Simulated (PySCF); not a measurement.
AgH, optimised at PBE/def2-SVP:

```xyz
2

Ag     0.0040    -0.5944     0.5448
H     -0.0040     0.5944    -0.5448
```

Method: PySCF energies (xtb for GFN2) plus ideal-gas RRHO corrections (1 bar). All species are closed-shell singlets. Ag: scalar-relativistic def2 core potential, no spin-orbit coupling.

Task: List the harmonic frequencies (cm⁻¹, unscaled) at this level and at the other levels, each on its own geometry.

Result: 
- PBE/def2-SVP: 1785
- GFN2-xTB: 1462
- PBE0/def2-TZVP: 1780
